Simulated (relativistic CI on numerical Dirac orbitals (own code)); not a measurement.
Ligand-field terms of d4

Computed with a parametric ligand-field model of a d^n configuration (Racah B and C, spin-orbit zeta, crystal field), exact diagonalisation.

Field parameters in Wybourne normalisation: Oh B⁴₀ = 21Dq, B⁴₄ = √(5/14) B⁴₀; Td as Oh with Dq negative (B⁴₀ = 21Dq, B⁴₄ = √(5/14) B⁴₀). The field is a parameter set, without covalency.

(1) Lowest levels for B = 510, C = 1790, ζ = 130 cm⁻¹, Oh, 10Dq = 33750 cm⁻¹?

(2) Lowest levels for B = 460, C = 2380, ζ = 770 cm⁻¹, Oh, 10Dq = 31450 cm⁻¹?

(3) Lowest levels for B = 690, C = 2840, ζ = 3950 cm⁻¹, Oh, 10Dq = 23600 cm⁻¹?

(4) Lowest levels for B = 370, C = 1530, ζ = 4450 cm⁻¹, Oh, 10Dq = 29350 cm⁻¹?

(5) Lowest levels for B = 440, C = 2120, ζ = 50 cm⁻¹, Td, 10Dq = -10450 cm⁻¹?

Answers

(1) A1 0 (S 1.00), T1 68 (S 1.00), T2 195 (S 1.00), E 195 (S 1.00), T2 5996 (S 0.00), E 6592 (S 0.00), A1 14085 (S 0.00), A2 22240 (S 2.00), T2 22241 (S 2.00) cm⁻¹, with S from ⟨S²⟩ = S(S + 1). The ground level has 0.01 electrons in the cubic e pair.

(2) A1 0 (S 1.00), T1 495 (S 1.00), T2 1223 (S 1.00), E 1227 (S 1.00), T2 7793 (S 0.02), E 8277 (S 0.02), A1 16997 (S 0.03), A2 18149 (S 2.00), T2 18157 (S 2.00) cm⁻¹, with S from ⟨S²⟩ = S(S + 1). The ground level has 0.02 electrons in the cubic e pair.

(3) A1 0 (S 1.14), T1 4775 (S 1.23), E 8100 (S 1.16), T2 8225 (S 1.00), T2 15294 (S 1.71), A2 15302 (S 1.96), E 15650 (S 1.60), T1 16560 (S 1.79), A1 16662 (S 1.81) cm⁻¹, with S from ⟨S²⟩ = S(S + 1). The ground level has 0.28 electrons in the cubic e pair; its S is far from a half-integer, so spin-orbit coupling mixes spin states.

(4) A1 0 (S 0.98), T1 5971 (S 1.06), T2 8231 (S 0.76), E 8503 (S 0.83), T2 16105 (S 0.58), E 16131 (S 0.54), A1 23121 (S 0.42), T1 28262 (S 1.77), T2 28373 (S 1.85) cm⁻¹, with S from ⟨S²⟩ = S(S + 1). The ground level has 0.16 electrons in the cubic e pair.

(5) A1 0 (S 0.00), A1 3080 (S 2.00), T1 3082 (S 2.00), T2 3084 (S 2.00), E 3121 (S 2.00), T1 3122 (S 2.00), T2 3147 (S 2.00), A1 4611 (S 1.00), T1 4626 (S 1.00) cm⁻¹, with S from ⟨S²⟩ = S(S + 1). The ground level has 3.93 electrons in the cubic e pair.
